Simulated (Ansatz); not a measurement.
Isolated molecules relaxed with PBE0-D4/def2-TZVP in Ansatz; ΔE leaves out vibrations. CCSD(T)/CBS is the MP2 limit (def2-TZVPP, def2-QZVPP) plus CCSD(T) − MP2 in def2-TZVPP, frozen cores. This one scheme is used for every species. DFT in def2-TZVPP. No spin–orbit coupling; open shells (•) take unrestricted orbitals. One conformer a species, not always the lowest.

`O[SiH](Cl)O[SiH2]Cl` + `[CH3]`• → `O[SiH](Cl)O[SiH]Cl`• + CH₄  (hydrogen abstraction from the Si–H bond)

```csv
level,ΔE (kcal/mol)
PBE0,-16.0
MP2/def2-TZVPP,-14.1
```

Question: What does CCSD(T)/CBS give? (Estimate.)

Answer: Ansatz gave: -12.5 kcal/mol. The listed levels differ from it by -3.5, -1.6 kcal/mol.

Largest T1 diagnostic among the species: 0.012.

From PBE to PBE0 (25 % exact exchange), in def2-TZVPP and without D4, ΔE moves by +2.7 kcal/mol. In def2-TZVPP, CCSD(T) changes the Hartree–Fock value by −6.4 kcal/mol (the triples alone add −0.9 kcal/mol) and MP2 by −8.0 kcal/mol.
